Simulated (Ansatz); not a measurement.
Frontier orbitals of H4NO3Ta, SMILES `[NH]=[Ta]([OH])([OH])[OH]`.

Total charge 0; spin multiplicity 1. Correlated methods include outer-core shells of Ta, which these sets cover unevenly. Ta takes the def2 core potential. Geometry: relaxed with PBE0-D4/def2-TZVP. It is one conformer, not always the lowest. Basis def2-TZVPP, Ansatz.

| functional | HOMO (eV) | LUMO (eV) | gap (eV) |
| --- | --- | --- | --- |
| PBE | -5.82 | -0.97 | 4.85 |
| BLYP | -5.68 | -1.00 | 4.68 |
| PBE0 | -7.21 | -0.22 | 6.99 |
| CAM-B3LYP | -8.60 | 0.46 | 9.06 |
| ωB97M-V | -9.53 | 1.05 | 10.58 |
| HF | -10.38 | 2.08 | 12.46 |

Against PBE, PBE0 changes HOMO and LUMO by −1.39 and +0.75 eV, ωB97M-V by −3.71 and +2.01 eV. A gap of 4.85 eV thus becomes 10.58 eV for the same molecule, so an orbital gap means little without its functional. A positive LUMO is unbound and depends on the basis.
